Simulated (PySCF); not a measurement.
## Computed properties of Sn(NH2)2 (H₄N₂Sn), SMILES [NH2][Sn][NH2]

Sn(NH2)2 (H4N2Sn), SMILES [NH2][Sn][NH2] (connectivity only; charge and spin as stated), neutral, multiplicity 1. Coordinates come from a B3LYP-D3(BJ)/def2-SVP optimisation. The def2 effective core potentials stand for the cores of Sn; spin–orbit coupling is left out. Other conformers were not sampled. All values are computed for the isolated molecule unless a solvent is named; none is compared with measurement here.

**Structure.** The optimised structure has C2v symmetry. All 15 harmonic modes at B3LYP-D3(BJ)/def2-SVP (PySCF) are real, so it is a minimum. With heavy atoms numbered as in [Sn:1]([NH2:2])[NH2:5], the shortest bond between them is Sn1–N2 at 2.050 Å and the longest Sn1–N5 at 2.050 Å.

**Vibrations.** The strongest infrared lines (harmonic, unscaled, degenerate partners summed) lie at 264 cm⁻¹ (408 km/mol, H 79 %, N 20 %), 584 cm⁻¹ (78 km/mol, N 54 %, H 36 %, Sn 10 %), 691 cm⁻¹ (61 km/mol, H 75 %, N 23 %). The softest mode is at 168 cm⁻¹ and the zero-point energy is 30.3 kcal/mol.

**Electronic structure.** CAM-B3LYP/def2-TZVPD (PySCF) places the frontier levels at -8.01 and -0.46 eV, a gap of 7.55 eV, and gives a dipole moment of 0.10 D and a mean polarisability of 63.6 bohr³.

**Excitations.** TDDFT-CAM-B3LYP/def2-SVPD (PySCF) has S1 at 4.76 eV (260 nm, f = 0.042, weak); the most intense of the 10 singlets computed lies at 6.52 eV (f = 0.45). T1 (TDA) is at 3.48 eV. No vertical singlet excitation falls in the visible range (under 3.1 eV).
